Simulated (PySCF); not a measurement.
A calculated (r2SCAN, PySCF 2.14, cc-pVTZ, no relativity, point nucleus) atom or ion has these occupied shells.

```
shell  electrons  orbital energy (eV)  rms radius, mean of both spins (bohr)
 1s α          1              -860.09                                  0.184
 1s β          1              -858.75                                  0.184
 2s α          1              -58.884                                  0.953
 2s β          1              -55.489                                  0.953
 2p α          3              -34.232                                   1.00
 2p β          2              -32.067                                   1.00
```

Problem. Name the element and its charge.

Solution. Ne⁺ (neon, charge +1), in [He] 2s2 2p5, 2P determinant.
